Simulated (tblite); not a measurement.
C4H11FGeO2.
SMILES with atom numbers: `[CH3:1][CH2:2][CH2:3][O:4][Ge@@H:5]([F:6])[O:7][CH3:8]` (hydrogens: H9, H10, H11 on C1; H12, H13 on C2; H14, H15 on C3; H16 on Ge5; H17, H18, H19 on C8)

Computed with GFN2-xTB (tblite), gas phase: L-BFGS steps from a force-field or distance-geometry start until the largest atomic force falls under 0.01 eV/Å.

At the end of the run (lengths in Å): O4–Ge5 1.713, Ge5–F6 1.759, Ge5–O7 1.718, C3–O4 1.419, Ge5–H16 1.504, C1–H11 1.088, C8–H17 1.091, C3–O4–Ge5 130.0°, Ge5–O7–C8 127.8°, O4–Ge5–O7 101.7°, C1–C2–C3 111.6°, C1–C2–C3–O4 177°, C2–C3–O4–Ge5 79°, C3–O4–Ge5–F6 88°, H14–C3–O4–Ge5 -44°, H16–Ge5–O4–C3 -27°.

**Question.** These geometries were met on the way; a selection of coordinates is given. Order them by energy above the end point, lowest first.
A. O4–Ge5 1.729, Ge5–F6 1.788, Ge5–O7 1.722, C3–O4 1.422, Ge5–H16 1.503, C1–H11 1.092, C8–H17 1.095, C3–O4–Ge5 124.2°, Ge5–O7–C8 130.5°, O4–Ge5–O7 108.4°, C1–C2–C3 109.3°, C1–C2–C3–O4 173°, C2–C3–O4–Ge5 155°, C3–O4–Ge5–F6 33°, H14–C3–O4–Ge5 32°, H16–Ge5–O4–C3 -86°
B. O4–Ge5 1.700, Ge5–F6 1.834, Ge5–O7 1.711, C3–O4 1.440, Ge5–H16 1.490, C1–H11 1.083, C8–H17 1.088, C3–O4–Ge5 108.8°, Ge5–O7–C8 111.0°, O4–Ge5–O7 115.6°, C1–C2–C3 103.3°, C1–C2–C3–O4 179°, C2–C3–O4–Ge5 179°, C3–O4–Ge5–F6 23°, H14–C3–O4–Ge5 55°, H16–Ge5–O4–C3 -89°
C. O4–Ge5 1.804, Ge5–F6 1.752, Ge5–O7 1.784, C3–O4 1.365, Ge5–H16 1.547, C1–H11 1.125, C8–H17 1.126, C3–O4–Ge5 104.7°, Ge5–O7–C8 105.2°, O4–Ge5–O7 112.5°, C1–C2–C3 105.1°, C1–C2–C3–O4 180°, C2–C3–O4–Ge5 180°, C3–O4–Ge5–F6 21°, H14–C3–O4–Ge5 58°, H16–Ge5–O4–C3 -98°
D. O4–Ge5 1.753, Ge5–F6 1.789, Ge5–O7 1.743, C3–O4 1.430, Ge5–H16 1.494, C1–H11 1.090, C8–H17 1.091, C3–O4–Ge5 112.1°, Ge5–O7–C8 119.2°, O4–Ge5–O7 117.3°, C1–C2–C3 107.6°, C1–C2–C3–O4 179°, C2–C3–O4–Ge5 174°, C3–O4–Ge5–F6 22°, H14–C3–O4–Ge5 54°, H16–Ge5–O4–C3 -83°
E. O4–Ge5 1.742, Ge5–F6 1.764, Ge5–O7 1.729, C3–O4 1.441, Ge5–H16 1.495, C1–H11 1.089, C8–H17 1.093, C3–O4–Ge5 116.6°, Ge5–O7–C8 126.8°, O4–Ge5–O7 114.6°, C1–C2–C3 109.4°, C1–C2–C3–O4 176°, C2–C3–O4–Ge5 167°, C3–O4–Ge5–F6 24°, H14–C3–O4–Ge5 46°, H16–Ge5–O4–C3 -91°

**Answer.** A (0.135 eV), E (0.222 eV), D (0.377 eV), B (0.606 eV), C (1.041 eV).

```tsv
step	E above end (eV)	rms distance from the end, all atoms (Å)	largest force (eV/Å)	rms shift of all bonds from the end (Å)
33	0.135	0.723	0.322	0.009
26	0.222	0.899	0.251	0.010
15	0.377	1.058	0.489	0.014
4	0.606	1.116	0.610	0.020
0	1.041	1.128	2.265	0.036
```

Rows stand in the order of the answer.
